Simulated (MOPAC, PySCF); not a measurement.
Cl3In, SMILES `[Cl][In]([Cl])[Cl]`, neutral singlet in the gas phase. 

Cartesian coordinates (Å):
SMILES: [In]([Cl])([Cl])[Cl]
```xyz
4

Cl    -0.1459     2.2979    -0.2234
In     0.0000     0.0001     0.0127
Cl    -1.8365    -1.2079     0.7374
Cl     1.9823    -1.0901    -0.4760
```
Charge 0, spin multiplicity 1.

All levels are single points at this geometry (B3LYP-D3(BJ)/def2-TZVP); Pople sets use spherical d functions. Orbital energies aren't observables, and empty levels follow the basis.

| level | HOMO (eV) | LUMO (eV) | gap (eV) | dipole (D) | vertical IE, Delta-SCF (eV) |
|---|---|---|---|---|---|
| ωB97X-D3(BJ)/def2-TZVP in PySCF | -11.97 | -1.03 | 10.94 | 0.00 | – |
| B3LYP/LANL2DZ in PySCF | -9.32 | -3.66 | 5.66 | 0.00 | – |
| BP86/6-31G* (LANL2DZ on In) in PySCF | -8.18 | -4.09 | 4.09 | 0.00 | – |
| M06-2X/6-31G* (LANL2DZ on In) in PySCF | -10.87 | -2.49 | 8.38 | 0.00 | – |
| PBE/6-31G* (LANL2DZ on In) in PySCF | -8.08 | -4.01 | 4.07 | 0.00 | – |
| SVWN5/6-31G* (LANL2DZ on In) in PySCF | -8.18 | -4.12 | 4.06 | 0.00 | 11.02 |
| HF/6-31G* (LANL2DZ on In) in PySCF | -12.95 | -0.10 | 12.85 | 0.00 | 12.36 |
| AM1 in MOPAC | -12.27 | -3.00 | 9.27 | 0.00 | – |
| PM6 in MOPAC | -11.90 | -2.33 | 9.57 | 0.00 | – |
